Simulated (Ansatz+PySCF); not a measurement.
Results of a calculation; reference values are marked as such.
**Several solutions for singlet CuH**

```xyz
2

Cu    0.0000    0.0000   -0.0984
H     0.0000    0.0000    2.8538
```

Basis set: cc-pVDZ (spherical functions). Charge 0, multiplicity 1.

UHF was run from several starts with Ansatz (development build ahead of 0.2.0) and PySCF 2.14.0.

```json
{"run": "A", "program": "PySCF", "start": "guess atom, instabilities followed", "converged": "yes", "energy (hartree)": "-1639.46462", "<S²>": "0.91"}
{"run": "B", "program": "PySCF", "start": "program defaults", "converged": "yes", "energy (hartree)": "-1639.42230", "<S²>": "0.00"}
{"run": "C", "program": "Ansatz", "start": "atomic start, no search", "converged": "yes", "energy (hartree)": "-1639.42230", "<S²>": "0.00"}
{"run": "D", "program": "PySCF", "start": "guess 1e, instabilities followed", "converged": "yes", "energy (hartree)": "-1639.45267", "<S²>": "1.08"}
{"run": "E", "program": "Ansatz", "start": "stability test followed", "converged": "yes", "energy (hartree)": "-1639.46462", "<S²>": "0.91"}
{"run": "F", "program": "PySCF", "start": "guess minao, instabilities followed", "converged": "yes", "energy (hartree)": "-1639.46462", "<S²>": "0.91"}
{"run": "G", "program": "Ansatz", "start": "search for the lowest state", "converged": "yes", "energy (hartree)": "-1639.46462", "<S²>": "0.91"}
{"run": "H", "program": "PySCF", "start": "guess huckel, instabilities followed", "converged": "yes", "energy (hartree)": "-1639.46462", "<S²>": "0.91"}
```

(1) Which runs reached the lowest solution of this kind, and what is wrong with the others?

Results:

(1) A, E, F, G, H reached the lowest solution found. Converged but too high: B by 1.15 eV, C by 1.15 eV, D by 0.33 eV. Convergence only shows a stationary point, and even a stable one can lie too high; stability tests and further starts are what find lower ones. Caution: the unrestricted determinant is a mixture of spin states.
